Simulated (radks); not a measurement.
The numbers below are computed, except where a source is named.
Q: All-electron atom: Cr8+ in [Ne] 3s2 3p4. Level of theory: scalar-relativistic Kohn-Sham, SCAN, spin-polarised, spherical densities, finite nucleus; open shells are filled with parallel spins first; meta-GGA in the generalised Kohn-Sham scheme; Fermi nuclear charge, rms radius 3.6452 fm (a radial shooting solver on a logarithmic mesh with Libxc functionals). Some entries of the table are withheld. Estimate them.

orbital,occ.,eigenvalue (Ry),<r^2> (bohr^2)
1s up,1,-447.3935,0.005438
1s down,1,-447.2807,0.005435
2s up,1,-63.02174,0.1002
2s down,1,-62.96190,0.1001
2p up,3,-55.06538,(1)
2p down,3,-54.94860,(2)
3s up,1,-17.26480,(3)
3s down,1,-16.81685,(4)
3p up,3,-14.91068,(5)
3p down,1,-14.46956,(6)

A: 
(1) 2p up <r^2> (bohr^2): 0.08210
(2) 2p down <r^2> (bohr^2): 0.08205
(3) 3s up <r^2> (bohr^2): 0.7548
(4) 3s down <r^2> (bohr^2): 0.7651
(5) 3p up <r^2> (bohr^2): 0.7906
(6) 3p down <r^2> (bohr^2): 0.8026
